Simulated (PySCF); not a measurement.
Pd(Cl)2(MeCN)2 (C4H6Cl2N2Pd), SMILES CC#[N]->[Pd]([Cl])([Cl])<-[N]#CC, multiplicity 1.

Geometry: B3LYP-D3(BJ)/def2-SVP. The spin state was assumed, not searched. The isomer is the one that the SMILES or the coordinates give; other isomers of the formula were not compared. The def2 effective core potentials stand for the cores of Pd; spin–orbit coupling is left out.

Computed with HF/def2-SVP (PySCF).

```json
{
 "total_energy": "-1309.45764 hartree",
 "highest_occupied_level": "-9.39 eV",
 "lowest_empty_level": "2.96 eV",
 "orbital_gap": "12.35 eV",
 "dipole_moment": "0.01 D",
 "quadrupole, principal values (traceless, Buckingham form, about the centre of nuclear charge)": "-60.45, -23.03, 83.48 D·Å",
 "mean_static_polarisability": "92.6 bohr³ (13.72 Å³)",
 "polarisability_principal_values": "57.4, 96.1, 124.2 bohr³"
}
```
